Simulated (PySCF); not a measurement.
C2H6N2OSi. Atoms are numbered in the order given.

```xyz
12

C     -1.2723    -0.9743    -0.9712
Si    -0.2727     0.5404    -0.5992
N     -1.2388     1.9131    -0.3241
O      0.6103     0.1667     0.8697
C      1.3284    -0.8801     1.0200
N      1.9839    -1.8368     1.1752
H     -2.0396    -1.1349    -0.1963
H     -0.6302    -1.8695    -0.9933
H     -1.7786    -0.8871    -1.9449
H      0.7815     0.8755    -1.5882
H     -2.1063     1.8622     0.2004
H     -0.8434     2.8473    -0.2977
```
Charge 0, spin multiplicity 1.

Coordinates come from a r2SCAN-D4/def2-SVP optimisation. The structure was generated by enumeration; whether it is a known compound was not checked. Other conformers were not sampled.

Level of theory: PBE/pcSseg-1 run with PySCF.

GIAO shieldings, no solvent; atoms listed in one row are averaged. δ = σ(ref) − σ: ¹³C against TMS (σ = 182.0 ppm); ²⁹Si against TMS (σ = 335.4 ppm); ¹⁵N against NH3 (σ = 267.0 ppm); ¹⁷O against H2O (σ = 334.3 ppm); ¹H against TMS (σ = 31.49 ppm), references at their B3LYP-D3(BJ)/def2-TZVP geometries, non-relativistic.

```json
[
 {"nucleus": "¹³C", "atoms": "C5", "count": "1", "δ (ppm)": "112.9"},
 {"nucleus": "¹³C", "atoms": "C1", "count": "1", "δ (ppm)": "-2.8"},
 {"nucleus": "²⁹Si", "atoms": "Si2", "count": "1", "δ (ppm)": "0.1"},
 {"nucleus": "¹⁵N", "atoms": "N6", "count": "1", "δ (ppm)": "184.6"},
 {"nucleus": "¹⁵N", "atoms": "N3", "count": "1", "δ (ppm)": "42.7"},
 {"nucleus": "¹⁷O", "atoms": "O4", "count": "1", "δ (ppm)": "95.6"},
 {"nucleus": "¹H", "atoms": "H10", "count": "1", "δ (ppm)": "5.35"},
 {"nucleus": "¹H", "atoms": "H12", "count": "1", "δ (ppm)": "1.80"},
 {"nucleus": "¹H", "atoms": "H11", "count": "1", "δ (ppm)": "1.56"},
 {"nucleus": "¹H", "atoms": "H7, H8, H9", "count": "3", "δ (ppm)": "0.80"}
]
```
